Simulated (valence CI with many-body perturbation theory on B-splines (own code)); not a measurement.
**Mn⁺: E2, M1 decay**

Method: valence CI with perturbative core correlation (CI+MBPT): six valence electrons over a frozen Dirac-Fock core [Ar], a basis of 7 s, 7 p, 8 d, 6 f, 4 g, 1 h functions for each j, with the one-electron correlation potential Σ1 (screened to all orders), the two-electron term Σ2, the three-electron term Σ3, Breit, model QED; selected single and double excitations, second order for the rest, scaled by the run's own slope (own B-spline code, finite nucleus).

Against 11 measured levels this calculation errs by 2032 cm⁻¹ on average and by 3903 at most. These come from a selection out of the NIST Handbook of Basic Atomic Spectroscopic Data. Levels without a partner in it may be off by more, other configurations by 1,000 to 4,000 cm⁻¹. Among the levels kept, up to 3200 cm⁻¹ of a level comes from second order outside the variational space, and about a tenth of that is noise between levels of different J, which matters for small intervals. Only levels of the ground parity were solved; by the run's estimate the other parity begins above the list, which can be wrong where configurations are misplaced.

Lines 51 to 83 of 83 in falling wavelength, among levels below 34399 cm⁻¹, chosen from the decays that carry over 1 % of a level's rate. Wavelengths and rates use the calculated energies, so an error of 2000 cm⁻¹ moves a line at 699.1 nm by 14 % and its rate by three times that or more. Electric multipoles are in the length gauge, E1 and E2 with the static RPA response of the core. Weak lines are less certain than strong ones. Lines between different terms over intervals too small for the method are left out, as are lines whose strength nearly cancels and 19 of this kind that miss the measured wavelength by over 7 %. The highest levels of a list are the least certain. Branching is blank where the lifetime is uncertain.

Names give the largest LS component (configuration and term), which can be under half, so a name can repeat, a term be missing and a line seem to break the LS rules; names also repeat where a configuration has a term twice.

| λ vac (nm) | Upper | Lower | Type | A (s⁻¹) | Branch % |
| --- | --- | --- | --- | --- | --- |
| 699.1 | 3d⁵4s ³G_4 | 3d⁶ ⁵D_3 | E2 | 5.17e-04 | 44.5 |
| 698.1 | 3d⁵4s ³G_5 | 3d⁶ ⁵D_3 | E2 | 2.27e-06 |  |
| 697.8 | 3d⁵4s ³G_3 | 3d⁶ ⁵D_3 | M1 | 4.00e-05 | 8.2 |
| 696.4 | 3d⁵4s ⁵D_4 | 3d⁶ ⁵D_4 | E2 | 9.92e-02 | 48.5 |
| 691.2 | 3d⁵4s ⁵D_3 | 3d⁶ ⁵D_4 | E2 | 5.49e-02 | 25.8 |
| 690.5 | 3d⁵4s ⁵D_2 | 3d⁶ ⁵D_4 | E2 | 1.24e-02 | 5.8 |
| 688.3 | 3d⁵4s ³G_4 | 3d⁶ ⁵D_4 | E2 | 2.26e-04 | 19.4 |
| 688.3 | 3d⁵4s ³G_4 | 3d⁶ ⁵D_4 | M1 | 1.32e-04 | 11.4 |
| 687.3 | 3d⁵4s ³G_5 | 3d⁶ ⁵D_4 | E2 | 2.01e-04 |  |
| 687.0 | 3d⁵4s ³G_3 | 3d⁶ ⁵D_4 | E2 | 7.42e-05 | 15.3 |
| 672.6 | 3d⁶ ³P_2 | 3d⁶ ⁵D_1 | M1 | 1.04e-02 | 5.2 |
| 658.1 | 3d⁶ ³P_2 | 3d⁶ ⁵D_3 | M1 | 1.05e-01 | 52.8 |
| 650.1 | 3d⁶ ³P_1 | 3d⁶ ⁵D_0 | M1 | 2.00e-02 |  |
| 640.1 | 3d⁶ ³P_1 | 3d⁶ ⁵D_2 | M1 | 1.16e-01 |  |
| 637.6 | 3d⁶ ³H_4 | 3d⁶ ⁵D_3 | M1 | 3.79e-05 |  |
| 628.5 | 3d⁶ ³H_4 | 3d⁶ ⁵D_4 | M1 | 2.10e-04 |  |
| 478.3 | 3d⁵4s ⁵P_3 | 3d⁵4s ⁵S_2 | M1 | 1.57e-02 | 2.8 |
| 477.3 | 3d⁵4s ⁵P_2 | 3d⁵4s ⁵S_2 | M1 | 4.21e-03 | 1.0 |
| 475.6 | 3d⁵4s ⁵P_1 | 3d⁵4s ⁵S_2 | M1 | 3.67e-02 | 33.4 |
| 429.9 | 3d⁵4s ⁵D_4 | 3d⁵4s ⁵S_2 | E2 | 3.00e-02 | 14.7 |
| 428.0 | 3d⁵4s ⁵D_3 | 3d⁵4s ⁵S_2 | E2 | 3.09e-02 | 14.5 |
| 427.7 | 3d⁵4s ⁵D_2 | 3d⁵4s ⁵S_2 | E2 | 3.62e-02 | 16.9 |
| 427.4 | 3d⁵4s ⁵D_1 | 3d⁵4s ⁵S_2 | E2 | 4.13e-02 | 18.8 |
| 426.9 | 3d⁵4s ⁵D_0 | 3d⁵4s ⁵S_2 | E2 | 5.09e-02 |  |
| 426.8 | 3d⁵4s ³G_4 | 3d⁵4s ⁵S_2 | E2 | 1.53e-04 | 13.2 |
| 426.3 | 3d⁵4s ³G_3 | 3d⁵4s ⁵S_2 | E2 | 6.15e-05 | 12.7 |
| 411.2 | 3d⁶ ³P_2 | 3d⁵4s ⁵S_2 | M1 | 8.35e-02 | 41.8 |
| 400.9 | 3d⁶ ³P_1 | 3d⁵4s ⁵S_2 | M1 | 6.90e-02 |  |
| 331.0 | 3d⁵4s ⁵P_3 | 3d⁵4s ⁷S_3 | M1 | 4.62e-01 | 83.6 |
| 330.5 | 3d⁵4s ⁵P_2 | 3d⁵4s ⁷S_3 | M1 | 3.25e-01 | 80.9 |
| 306.1 | 3d⁵4s ⁵D_3 | 3d⁵4s ⁷S_3 | M1 | 1.43e-02 | 6.7 |
| 305.9 | 3d⁵4s ⁵D_2 | 3d⁵4s ⁷S_3 | M1 | 8.55e-03 | 4.0 |
| 305.2 | 3d⁵4s ³G_3 | 3d⁵4s ⁷S_3 | M1 | 7.41e-06 | 1.5 |
